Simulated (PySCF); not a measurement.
**How methods differ on the excitation energy of Te**

Te [Kr] 4d10 5s2 5p4 (3P) → Te [Kr] 4d10 5s2 5p3 6s1 (5S), as a difference of total energies. Computed with PySCF 2.14 in aug-cc-pVTZ-DK3, with the spin-free X2C one-electron Hamiltonian (Gaussian nucleus). Correlated levels: valence: [Kr] 4d10 frozen. The calculations carry no spin-orbit coupling.

```
           method  excitation energy (cm⁻¹)
              UHF                     38478
    MP2 (valence)                     40854
SCS-MP2 (valence)                     42372
   CCSD (valence)                     41815
CCSD(T) (valence)                     41823
```

Errors of the correlated levels include the incompleteness of this basis and the frozen core.

For comparison: 42146 cm⁻¹ (measured; NIST levels, between the centres of gravity of the two terms).
